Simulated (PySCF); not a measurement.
C3H6FNSi, SMILES [C@@H]1(F)CN=C1[SiH3].

Coordinates come from a PBE0-D3(BJ)/def2-SVP optimisation. The structure was generated by enumeration; whether it is a known compound was not checked.

Computed with PBE0-D3(BJ)/def2-SVP (PySCF).

Frequencies are harmonic and unscaled.

| mode | ν (cm⁻¹) | IR (km/mol) | moving atoms (share of kinetic energy) |
|---|---|---|---|
| 1 | 68 | 0.1 | H 94 % |
| 2 | 135 | 0.6 | F 40 %, Si 21 %, H 15 %, C 15 %, N 9 % |
| 3 | 178 | 5.4 | H 31 %, C 31 %, N 26 % |
| 4 | 242 | 9.1 | C 42 %, N 23 %, H 18 %, F 16 % |
| 5 | 381 | 11.6 | C 29 %, H 24 %, F 20 %, Si 18 %, N 10 % |
| 6 | 480 | 0.9 | Si 34 %, C 34 %, H 21 % |
| 7 | 522 | 15.2 | H 49 %, C 20 %, F 17 % |
| 8 | 631 | 34.5 | H 74 %, Si 12 %, C 11 % |
| 9 | 699 | 18.6 | H 39 %, C 34 %, N 11 %, F 10 % |
| 10 | 794 | 19.0 | H 41 %, C 40 %, F 12 % |
| 11 | 900 | 256.1 | H 90 %, Si 9 % |
| 12 | 930 | 40.3 | H 95 % |
| 13 | 942 | 44.4 | H 97 % |
| 14 | 953 | 4.4 | C 39 %, H 37 %, N 24 % |
| 15 | 988 | 2.7 | C 46 %, N 29 %, H 23 % |
| 16 | 1074 | 3.4 | C 51 %, H 34 %, N 14 % |
| 17 | 1109 | 2.2 | H 84 %, C 10 % |
| 18 | 1135 | 28.0 | C 61 %, H 29 % |
| 19 | 1215 | 81.3 | C 41 %, H 39 %, F 18 % |
| 20 | 1255 | 3.6 | C 61 %, H 37 % |
| 21 | 1287 | 10.2 | H 57 %, C 39 % |
| 22 | 1390 | 56.4 | H 63 %, C 36 % |
| 23 | 1452 | 7.4 | H 84 %, C 15 % |
| 24 | 1657 | 4.6 | C 56 %, N 42 % |
| 25 | 2237 | 75.8 | H 98 % |
| 26 | 2244 | 78.6 | H 97 % |
| 27 | 2267 | 75.5 | H 96 % |
| 28 | 3076 | 18.3 | H 93 % |
| 29 | 3082 | 24.1 | H 93 % |
| 30 | 3154 | 8.2 | H 90 %, C 10 % |
